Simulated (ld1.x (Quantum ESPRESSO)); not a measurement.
## Which change was made? (Ru, TM)

* Element: Ru (Z = 44)
* Generator: ld1.x (Quantum ESPRESSO) 7.5
* Type: norm-conserving Troullier–Martins (Kleinman–Bylander form)
* Functional: LDA (PZ)
* Relativity: scalar-relativistic
* Frozen core: [Ar] 3d10
* Valence charge: 16
* Reference configuration: 4s2 4p6 4d6 5s0 5p0 (charge +2)
* Partial waves: 4s (bound): rc 1.45 bohr; 4p (bound): rc 1.80 bohr; 4d (bound): rc 1.85 bohr
* Local potential: the d channel
* Core correction: Bessel-smoothed model core, default radius (core density twice the valence density)

Cutoffs, loose and tight: the cutoffs (Ry, on a coarse ladder) from which the occupation-weighted sum of valence levels, in a spherical-Bessel basis at the reference potential, stays within 10 and 1 mRy of its value at 400 Ry. They do not see the model core or the augmentation charge, which bear on the density cutoff. Test errors are all-electron minus pseudo excitation energies from the reference, over the configurations 4s2 4p6 4d7 5s1 5p0; 4s2 4p6 4d7 5s0 5p0; 4s2 4p6 4d5 5s0 5p0; 4s2 4p6 4d4 5s0 5p0; 4s2 4p6 4d6 5s1 5p1; 4s2 4p6 4d6 5s1 5p0; 4s2 4p5 4d7 5s1 5p0 (two spin-polarised tests are not counted in the largest error); variants that change the core or the reference have their own tests.

The base gives: outcome: generated; cutoff, loose: 70 Ry; cutoff, tight: 100 Ry; bound ghosts: none; largest test error (meV): +294.

Q: After one change the result is: outcome: generated; cutoff, loose: 120 Ry; cutoff, tight: 200 Ry; bound ghosts: none; largest test error (meV): -34. Which change was it?
A. all radii but the core radius scaled by about 1.17 (s 1.70, p 2.10, d 2.16 bohr)
B. all radii but the core radius scaled by about 0.74 (s 1.08, p 1.32, d 1.36 bohr)
C. all radii but the core radius scaled by about 0.85 (s 1.24, p 1.54, d 1.58 bohr)
D. all radii but the core radius scaled by about 1.38 (s 2.00, p 2.50, d 2.56 bohr)

A: B. The others give: all radii but the core radius scaled by about 1.38 (s 2.00, p 2.50, d 2.56 bohr) → outcome: generated; cutoff, loose: 35 Ry; cutoff, tight: 55 Ry; bound ghosts: none; largest test error (meV): +2947 | all radii but the core radius scaled by about 1.17 (s 1.70, p 2.10, d 2.16 bohr) → outcome: generated; cutoff, loose: 45 Ry; cutoff, tight: 70 Ry; bound ghosts: none; largest test error (meV): +1163 | all radii but the core radius scaled by about 0.85 (s 1.24, p 1.54, d 1.58 bohr) → outcome: generated; cutoff, loose: 90 Ry; cutoff, tight: 160 Ry; bound ghosts: none; largest test error (meV): +73.
